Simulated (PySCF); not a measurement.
## Levels of Pd³³⁺ from EOM-EA-GCCSD

Reference: closed-shell Pd³⁴⁺, [Ne] 3s2; one electron is added. Calculated with PySCF 2.14, two-component X2C-1e with screened spin-orbit coupling, an even-tempered Gaussian basis (18 s from 2.1 bohr⁻², ratio 2.6; 13 p from 2.8 bohr⁻², ratio 2.6; 6 d from 2.8 bohr⁻², ratio 2.8; 4 f from 41 bohr⁻², ratio 2.8); frozen 1s2; the 48 highest virtual spinors dropped; of the others 56 kept and the rest restored at second order. No Breit or QED terms. Binding energies in eV.

```csv
level,Koopmans,second order,EOM-CCSD
3p1/2,2033.9,2035.8,2035.5
3p3/2,1993.7,1995.9,1995.9
3d3/2,1871.3,near a pole,1868.9
3d5/2,1863.1,near a pole,1857.2
```

Electric-dipole lines between these computed levels:

```tsv
lower	upper	ΔE (eV)	vacuum wavelength (nm)
3p1/2	3d3/2	166.59	7.442
3p3/2	3d3/2	126.98	9.764
3p3/2	3d5/2	138.74	8.936
```

In EOM-CCSD the overlap with the one-orbital guess is low for 3d3/2 (weight 0.75), 3d5/2 (weight 0.68). That can mean mixing with two-particle, one-hole states, where second order and EOM-CCSD lose accuracy, or only a rotation among the degenerate components of the shell; the terms of those configurations are not listed.

For comparison, the ionisation energy of Pd³³⁺ is 2016 ± 9 eV (semi-empirical (NIST evaluation); NIST Atomic Spectra Database, ionization energies).

Only part of the computed levels is shown.
